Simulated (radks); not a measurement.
Species: Eu II. Configuration: [Xe] 4f7 6s1.

Calculated with a radial shooting solver on a logarithmic mesh with Libxc functionals: non-relativistic Kohn-Sham, LDA (Slater exchange, Perdew-Wang correlation), spin-polarised, spherical densities, point nucleus; open shells are filled with parallel spins first (spin-orbit coupling, left out, can overturn this in heavy ions); relativity is left out, which matters for an element this heavy.

Energy parts (Ry):
total: -20839.5880
kinetic: 20830.6374
electron-nucleus: -49441.9196
Hartree: 8224.9199
exchange-correlation: -453.2257

Orbitals (lengths in bohr, moments of r in powers of bohr):
| orbital | occ. | eigenvalue (Ry) | <r> |
|---|---|---|---|
| 1s up | 1 | -3344.987 | 0.02410 |
| 1s down | 1 | -3344.987 | 0.02410 |
| 2s up | 1 | -530.7645 | 0.1027 |
| 2s down | 1 | -530.7541 | 0.1027 |
| 2p up | 3 | -504.7184 | 0.08708 |
| 2p down | 3 | -504.7120 | 0.08708 |
| 3s up | 1 | -116.5940 | 0.2659 |
| 3s down | 1 | -116.3753 | 0.2657 |
| 3p up | 3 | -105.0135 | 0.2556 |
| 3p down | 3 | -104.8126 | 0.2553 |
| 3d up | 5 | -83.35631 | 0.2271 |
| 3d down | 5 | -83.20725 | 0.2268 |
| 4s up | 1 | -23.10440 | 0.6011 |
| 4s down | 1 | -22.68421 | 0.6013 |
| 4p up | 3 | -18.61989 | 0.6160 |
| 4p down | 3 | -18.20216 | 0.6164 |
| 4d up | 5 | -10.63392 | 0.6548 |
| 4d down | 5 | -10.22233 | 0.6561 |
| 5s up | 1 | -3.40133 | 1.464 |
| 5s down | 1 | -3.20711 | 1.490 |
| 5p up | 3 | -2.20548 | 1.657 |
| 5p down | 3 | -2.04844 | 1.693 |
| 4f up | 7 | -1.02479 | 0.8935 |
| 4f down | 0 | -0.66592 | 0.9577 |
| 6s up | 1 | -0.63133 | 3.981 |
| 6s down | 0 | -0.55928 | 4.110 |

The highest occupied level is 6s up at -8.590 eV. The configuration is held as typed, so some empty levels lie below it. The electron density at the nucleus is 1.776e+05 e/bohr^3. The density falls to 0.001 e/bohr^3 at r = 4.56 bohr. Virial ratio -V/T = 2.00043. The spin density at the nucleus is 7.690 e/bohr^3 (1s 0.025, 2s -0.457, 3s -4.053, 4s 0.768, 5s 3.589, 6s 7.817). Spin moment in Bohr magnetons: 8.
